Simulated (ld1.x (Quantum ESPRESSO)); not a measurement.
## nickel (Ni), RRKJ: configuration errors across variants

* Element: Ni
* Generator: ld1.x (Quantum ESPRESSO) 7.5
* Type: norm-conserving RRKJ (Kleinman–Bylander form)
* Functional: PBEsol
* Relativity: scalar-relativistic
* Frozen core: [Ne]
* Valence charge: 18
* Reference configuration: 3s2 3p6 3d8 4s1 4p0 (charge +1)
* Partial waves: 3p (bound): rc 1.20 bohr; 3d (bound): rc 1.20 bohr; 3s (bound): rc 1.10 bohr
* Local potential: the s channel
* Core correction: none
* rho0: 0.001

Occupied shells without a wave of their own: 4s. They enter only through the test configuration that unscreens the potential.

All-electron excitation energies from the reference (eV): (1) 3s2 3p6 3d8 4s2 4p0 -9.337; (2) 3s2 3p6 3d8 4s0 4p0 17.261; (3) 3s2 3p6 3d7 4s0 4p0 54.697; (4) 3s2 3p6 3d6 4s0 4p0 112.217; (5) 3s2 3p6 3d9 4s0 4p0 -3.073; (6) 3s2 3p6 3d8 4s1 4p1 -4.706; (7) 3s2 3p6 3d8 4s0 4p1 5.713.

For the base: The 4s level has no wave, so the channel is fitted at the deeper level alone: the likely source of the large errors.

On the changes marked as counting shells twice: ld1.x takes every shell without a wave as core, so the model core holds the marked electrons as well and exchange and correlation see them twice. This cancels in the reference configuration, but the file is broken for other ones, and its errors say nothing about a proper core correction.

Tests that are not counted but printed errors over 1 eV. “local potential all-electron potential smoothed inside 0.85 bohr (lloc = -2)”: all (the test run did not reproduce the reference configuration, from which every error is measured).

3 further variants failed, have other tests or another functional or relativity, and are left out.

The file “base” misses its own reference levels by 0.8 eV. The file “core correction full core density, not smoothed (it rises at the typed radius of 1.28 bohr, so ld1.x skipped the fit) (4s counted twice)” misses its own reference levels by 0.8 eV. The file “wave 3d (bound): rc 1.20 bohr becomes 3d (bound): rc 1.48 bohr” misses its own reference levels by 0.8 eV. The file “wave 3s (bound): rc 1.10 bohr becomes 3s (bound): rc 1.12 bohr” misses its own reference levels by 0.9 eV.

Errors AE − PS in meV (a dash: test not solved or not reliable):

```tsv
change	(1)	(2)	(3)	(4)	(5)	(6)	(7)	bound ghosts
base	+592	-971	-1424	-1820	-593	+82	-677	none
core correction full core density, not smoothed (it rises at the typed radius of 1.28 bohr, so ld1.x skipped the fit) (4s counted twice)	+464	-1148	-1787	-2365	-628	-52	-703	none
wave 3d (bound): rc 1.20 bohr becomes 3d (bound): rc 1.48 bohr	+593	-970	-1419	-1625	-578	+82	-677	none
local potential all-electron potential smoothed inside 0.85 bohr (lloc = -2)	–	–	–	–	–	–	–	none
wave 3s (bound): rc 1.10 bohr becomes 3s (bound): rc 1.12 bohr	+677	-1109	-1622	-2079	-680	+95	-772	none
```

Q: Give the same row for: wave 3p (bound): rc 1.20 bohr becomes 3p (bound): rc 1.06 bohr.

A: +592, -971, -1423, -1816, -593, +87, -667; bound ghosts: none.
